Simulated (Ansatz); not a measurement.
Clusters of 8 atoms, IV-VI: binding per atom (eV) at several levels, gas phase, relaxed structures; Ansatz. Clusters are the lowest isomers that short searches found in that spin, judged at the geometry's level. Core potentials for Pb, Sn, Te in the def2 sets, no spin–orbit coupling. Binding counts from free atoms in the multiplicity of their measured ground term, without zero-point energy. Singlets are spin-restricted. The structures are stationary points that may keep the symmetry of their start. Remarks come from the PBE and PBE0 runs and from stability tests at other levels; not every state was tested.

| species | state | geometry | PBE-D4/def2-SVP | PBE-D4/def2-TZVP | r2SCAN-D4/def2-TZVP | PBE0-D4/def2-SVP | PBE0-D4/def2-TZVP | remarks |
| --- | --- | --- | --- | --- | --- | --- | --- | --- |
| Si4O4 | singlet | B3LYP-D4/def2-SVP | 5.03 | 5.10 | 4.95 | 4.79 | 4.88 | restricted SCF unstable in HF |
| Te4Pb4 | singlet | PBE-D4/def2-SVP | 2.95 | 2.96 | 2.75 | 2.78 | 2.81 | – |
| Sn4O4 | singlet | PBE-D4/def2-SVP | 4.23 | 4.23 | 4.08 | 3.92 | 3.94 | – |
| Si4S4 | singlet | PBE-D4/def2-SVP | 3.84 | 3.91 | 3.72 | 3.68 | 3.76 | – |
| Sn2O6 (with 4 O–O bonds) | singlet | B3LYP-D4/def2-SVP | 3.42 | 3.38 | 3.08 | 2.94 | 2.93 | – |
| Sn4Se4 | singlet | PBE-D4/def2-SVP | 3.32 | 3.32 | 3.18 | 3.16 | 3.18 | – |
